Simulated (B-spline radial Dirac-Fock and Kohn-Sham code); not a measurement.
**Satellites and hypersatellites of the K lines of I⁵⁺**

System: the I⁵⁺ ion, configuration [Kr] 4d10 5s2, inside a Watson sphere of charge -5 and radius 1.8 Å (a model of the Madelung potential; inside it an electron's potential energy is raised by 40.0 eV).

Input of the calculation (task.json; shells as n, l, electrons):

```json
{"items": [{
  "Z": 53,
  "q": 5,
  "cfg": [[1, 0, 2], [2, 0, 2], [2, 1, 6], [3, 0, 2], [3, 1, 6], [3, 2, 10], [4, 0, 2], [4, 1, 6], [4, 2, 10], [5, 0, 2]],
  "A": 127,
  "rrms": 4.75,
  "watson": [-5, 1.8],
  "do": ["binding", "quiet", "double"]
}]}
```

Run with: `python xray_run.py task.json out`

Method: multi-electron Dirac-Fock with separately optimised hole states, Breit and Lamb-shift corrections added in first order. Computed with a radial B-spline solver. Each two-hole energy is an average over J within one jj subconfiguration, not an observable level; in light atoms, where LS coupling holds, the j-resolved values are not observed lines, and for a K spectator the Kα1 hypersatellite is nearly forbidden. No correlation.

Lines without a spectator: Kα2 (K-L2) 28315.9 eV, Kα1 (K-L3) 28610.8 eV, Kβ3 (K-M2) 32235.4 eV, Kβ1 (K-M3) 32292.1 eV. Shifts in eV with one spectator hole (a dash: not computed, or left out as unreliable):

```csv
spectator hole,Kα2,Kα1,Kβ3,Kβ1
K (1s),+620.3,+642.8,+793.3,+798.2
L2 (2p1/2),+69.8,+88.7,–,+185.5
L3 (2p3/2),+66.2,+67.1,+161.3,–
M2 (3p1/2),–,+10.81,+23.93,+28.90
M3 (3p3/2),+7.69,–,+24.03,+23.54
M4 (3d3/2),+1.64,-1.21,–,–
M5 (3d5/2),-1.81,+0.36,–,–
```

With n spectator holes in 2p, averaged over the 2p shell (energies in eV):

```
n     KαLⁿ   step  hypersatellite KαʰLⁿ
0  28512.5      –               29147.8
1  28585.3  +72.9               29222.2
2  28659.5  +74.2               29297.9
3  28735.0  +75.5               29374.9
4  28811.8  +76.8               29453.3
5  28889.9  +78.1               29532.9
```
